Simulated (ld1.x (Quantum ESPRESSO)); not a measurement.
## Logarithmic derivatives: boron, TM

B (Z = 5), norm-conserving Troullier–Martins (Kleinman–Bylander form), made with ld1.x (Quantum ESPRESSO) 7.5 (LDA (PZ), scalar-relativistic). Core [He], reference 2s1.75 2p1.25. Waves: 2p (bound): rc 3.85 bohr; 3d channel at -0.05 Ry: rc 3.55 bohr; 2s (bound): rc 1.40 bohr. Local part: the s channel. Core correction: a·sin(br)/r model core, default radius (core density twice the valence density).

The phase is arctan(r·u′/u) with u = r·R(r), unwrapped; energies in Ry, scanned from -3 to 5 Ry. A pole is an energy at which the radial function vanishes at the test radius. The pseudo phase is shifted by a multiple of π to meet the all-electron one at the reference energy, and phase errors are pseudo minus all-electron; the curves can meet again beyond the range given. Levels narrower than the energy grid can be missing from the lists of poles.

Q: For each channel, where are the poles, and over which energies does the pseudopotential scatter like the atom?

A:

```
channel  radius (bohr)  reference energy (Ry)  poles, all-electron      poles, pseudo  unbroken range about the reference energy with phases within 0.05 rad  phase error 1 Ry above the reference energy (rad)
      s           4.20                  -0.70    -0.65, 1.43, 4.71  -0.65, 1.41, 4.60                                                              below 2.6                                             -0.008
      p           4.20                  -0.28    -0.19, 1.56, 4.50        -0.19, 1.84                                                              below 0.3                                             +0.316
      d           4.20                  -0.05           1.15, 3.53         1.15, 3.67                                                              below 1.9                                             +0.003
```

Phases in the p channel:

```tsv
E (Ry)	all-electron	pseudo
-3.00	1.431	1.431
-2.76	1.424	1.424
-2.52	1.417	1.417
-2.28	1.409	1.409
-2.04	1.399	1.399
-1.80	1.386	1.387
-1.56	1.371	1.371
-1.32	1.351	1.351
-1.08	1.323	1.323
-0.84	1.277	1.278
-0.60	1.177	1.179
-0.36	0.362	0.368
-0.12	-1.686	-1.682
0.12	-1.907	-1.891
0.36	-2.231	-2.157
0.60	-3.350	-2.974
0.84	-4.284	-4.099
1.08	-4.535	-4.445
1.32	-4.644	-4.580
1.56	-4.713	-4.654
1.80	-4.769	-4.704
2.04	-4.827	-4.745
2.28	-4.906	-4.784
2.52	-5.054	-4.826
2.76	-5.549	-4.879
3.00	-7.055	-4.962
3.24	-7.538	-5.132
3.48	-7.680	-5.683
3.72	-7.748	-7.007
3.96	-7.791	-7.485
4.20	-7.823	-7.638
4.44	-7.848	-7.712
4.68	-7.872	-7.757
4.92	-7.895	-7.789
```
